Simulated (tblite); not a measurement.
Start geometry of `[H]/N=C/[C@H](C)C#C[C]=C` [radical] from a force field or distance geometry (Å):
```
atom  x, y, z in Å
C1     4.3051    0.2221    0.3478
C2     3.0099    0.1943    0.1409
C3     1.5038    0.1461   -0.0822
C4     0.3077    0.1257   -0.2769
C5    -1.1468    0.0789   -0.4867
C6    -1.6376   -1.3560   -0.6501
C7    -1.8625    0.7194    0.6703
N8    -2.7354    1.6555    0.5135
H9     4.8647   -0.6947    0.4785
H10    4.8184    1.1704    0.3860
H11   -1.3957    0.6392   -1.4051
H12   -1.4223   -1.9550    0.2492
H13   -1.1536   -1.8450   -1.4889
H14   -2.7116   -1.3849   -0.8121
H15   -1.6348    0.3486    1.6882
H16   -3.1171    1.9442    1.4328
```

Q: What comes out of this run: GFN2-xTB geometry optimisation, gas phase (tblite 0.8.0)?

A: 
```
atom  x, y, z in Å
C1     4.015    0.337    0.394
C2     2.751    0.234    0.133
C3     1.466    0.148   -0.093
C4     0.278    0.028   -0.401
C5    -1.157   -0.032   -0.546
C6    -1.659   -1.479   -0.604
C7    -1.709    0.700    0.650
N8    -2.246    1.824    0.502
H9     4.774   -0.080   -0.257
H10    4.388    0.845    1.275
H11   -1.455    0.512   -1.450
H12   -1.399   -2.008    0.311
H13   -1.206   -1.999   -1.445
H14   -2.740   -1.491   -0.723
H15   -1.551    0.186    1.608
H16   -2.558    2.285    1.353
```

The energy falls by 23.5 kcal/mol over 120 L-BFGS steps, the largest force on an atom goes from 6.03 to 0.009 eV/Å, and the atoms move by 0.439 Å rms after alignment. The bond that changes most is C2–C3 (both ends carbon bonded to 2 C), which shortens by 0.216 Å. Bonds longer at the end by more than 0.005 Å: 2 of 15; shorter: 8. Among the angles that change most is C3–C4–C5, from 178.7° to 170.7°. Among the dihedrals that turn most is C6–C5–C7–N8, from -110° to -130°. Rotational constants go from 4741, 791.8, 700.8 to 4090, 932.3, 790.3 MHz. The orientation of the end geometry is arbitrary; only internal coordinates are fixed.

Its GFN2-xTB frequencies are all real (lowest 44 cm⁻¹). 3 starts were optimised and ended at 0.00, 0.71 and 0.75 kcal/mol (GFN2-xTB); the lowest of these is shown.

One conformer stands for the species.

All values are computed, not measured.
